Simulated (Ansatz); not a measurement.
Li₆H₆⁺. Total charge 1; doublet. Geometry r2SCAN-D4/def2-TZVP.

```xyz
12

Li    1.5329    1.8858   -1.4271
Li    0.5938   -0.2355    1.2309
Li   -1.1550    1.1192   -3.6387
Li   -0.5906    0.2237   -1.2367
Li    1.1511   -1.1044    3.6428
Li   -1.5341   -1.8845    1.4332
H     0.1913    1.4997   -2.5270
H    -0.1937   -1.4944    2.5330
H    -0.8934   -0.7843    0.2325
H    -1.8345    0.0016   -2.4988
H     1.8354    0.0007    2.4928
H     0.8968    0.7724   -0.2368
```

LC-ωPBE has ω = 0.4 bohr⁻¹. The structure comes from a short search, and lower isomers may exist.

Estimate the α-spin orbital energies around the gap (eV) in Ansatz with PBE-D4/def2-SVP, PBE-D4/def2-TZVP, PBE0-D4/def2-TZVP, BHLYP-D4/def2-TZVP, LC-ωPBE/def2-TZVP.


```csv
orbital,PBE-D4/def2-SVP,PBE-D4/def2-TZVP,PBE0-D4/def2-TZVP,BHLYP-D4/def2-TZVP,LC-ωPBE/def2-TZVP
HOMO−5,-10.91,-11.02,-12.57,-14.11,-16.20
HOMO−4,-10.46,-10.56,-11.99,-13.36,-15.24
HOMO−3,-9.83,-9.91,-11.30,-12.66,-14.39
HOMO−2,-9.42,-9.50,-10.89,-12.31,-14.04
HOMO−1,-8.75,-8.82,-10.08,-11.32,-12.69
HOMO,-8.22,-8.29,-9.53,-10.80,-12.22
LUMO,-4.15,-4.31,-3.71,-3.20,-2.23
LUMO+1,-3.94,-3.97,-3.43,-3.14,-2.17
LUMO+2,-3.89,-3.90,-3.37,-3.08,-2.13
LUMO+3,-3.58,-3.62,-3.07,-2.77,-1.80
LUMO+4,-3.52,-3.58,-3.01,-2.73,-1.79
LUMO+5,-3.37,-3.56,-2.97,-2.47,-1.37
β HOMO,-8.21,-8.28,-8.96,-9.59,-11.03
β LUMO,-7.69,-7.75,-7.55,-7.24,-6.58
```
